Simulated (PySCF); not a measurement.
C₅H₆FNOSe.
Cartesian coordinates in Å at the PBE0-D3(BJ)/def2-SVP level; atoms count from 1:
```
atom  x, y, z in Å
N1     0.7100   -0.7283    2.8796
C2     0.7875   -0.1494    1.8822
C3     0.9264    0.6032    0.5990
F4     2.0465    1.3649    0.6953
C5    -0.2581    1.5257    0.3577
Se6   -1.9076    0.5227    0.1089
C7    -1.1135   -0.6663   -1.2188
C8     0.1906   -1.2497   -0.7189
O9     1.1630   -0.2568   -0.4539
H10   -0.4011    2.1948    1.2171
H11   -0.0269    2.1236   -0.5359
H12   -1.8476   -1.4655   -1.3965
H13   -0.9636   -0.1122   -2.1576
H14    0.6430   -1.8915   -1.4895
H15    0.0175   -1.8653    0.1830
```

Method used: TDDFT CAM-B3LYP/def2-SVPD, vertical, gas phase, core orbitals frozen in the response (PySCF). Relativistic effects, spin–orbit coupling among them, are left out although an element past zinc is present.

List the vertical singlet excitations with oscillator strengths and describe the spectrum.

| state | E (eV) | E (kJ/mol) | λ (nm) | f | main configurations (H = HOMO, L = LUMO) |
| --- | --- | --- | --- | --- | --- |
| S1 | 4.72 | 455 | 262.9 | 0.0003 | H→L (86%) |
| S2 | 5.89 | 568 | 210.5 | 0.035 | H→L+1 (74%), H→L+2 (16%) |
| S3 | 6.26 | 604 | 197.9 | 0.031 | H→L+2 (76%), H→L+1 (18%) |
| S4 | 6.51 | 628 | 190.4 | 0.0078 | H→L+3 (87%) |
| S5 | 6.81 | 657 | 182.1 | 0.013 | H→L+4 (79%) |
| S6 | 7.21 | 696 | 171.9 | 0.0086 | H→L+5 (74%) |

The lowest singlet lies at 4.72 eV (263 nm, ultraviolet) and is dark (f under 0.0005); its leading configuration is HOMO→LUMO (86%). The strongest level in the table is S2 at 5.89 eV (211 nm, f = 0.035). Löwdin shares by element: HOMO selenium 70%, carbon 18% or more; LUMO selenium 62%, carbon 15% or more (atoms not listed hold the other 23%). Of the 6 states listed, 3 reach f = 0.01 and 1 stays under 0.0005. Weighted by f, the mean energy of these states is 6.31 eV. The oscillator strengths of these states sum to 0.096; summed over the whole spectrum of an exact calculation they would give the number of electrons, 94 (Thomas–Reiche–Kuhn). No computed singlet lies in the visible range (380 to 750 nm); the lowest, at 263 nm, stands 1.45 eV above its violet end (3.26 eV). Only the lowest 6 singlets were computed, as vertical energies without vibronic structure.

One conformer stands for the species.
